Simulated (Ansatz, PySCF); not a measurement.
Dissociation curve of SMILES [NH3+][BH3-] (H₆BN). The N2–H8 bond (N2 also carries B, H, H; H8 carries nothing else) is pulled apart rigidly from the PBE0/def2-TZVP optimised geometry.

Computed with: UKS-B3LYP/LANL2DZ = unrestricted B3LYP/LANL2DZ in PySCF; UCCSD(T) = CCSD(T) on UHF/cc-pVDZ, frozen core (Ansatz, a first-principles code).

Energies relative to the lowest point of each curve near equilibrium, in eV:

| R / Å | UKS-B3LYP/LANL2DZ |
|---|---|
| 0.83 | 1.275 |
| 0.96 | 0.099 |
| 0.98 | 0.043 |
| 1.05 | 0.008 |
| 1.14 | 0.222 |
| 1.22 | 0.552 |
| 1.34 | 1.164 |
| 1.49 | 1.979 |
| 1.68 | 2.946 |
| 1.88 | 3.775 |
| 2.15 | 4.386 |
| 2.96 | 4.835 |

**Question.** What does UCCSD(T) give at the same points?

**Answer.** 0.83: 1.290; 0.96: 0.100; 0.98: 0.043; 1.05: 0.009; 1.14: 0.226; 1.22: 0.561; 1.34: 1.180; 1.49: 1.992; 1.68: 2.952; 1.88: 3.766; 2.15: 4.516; 2.96: 4.938 (eV).

The unrestricted determinant behind UKS-B3LYP/LANL2DZ is spin-contaminated at 1.88 to 2.96 Å (<S²> up to 1.0, against 0.00 for a pure singlet). The unrestricted determinant behind UCCSD(T) is spin-contaminated at 1.68 to 2.96 Å (<S²> up to 1.0, against 0.00 for a pure singlet).
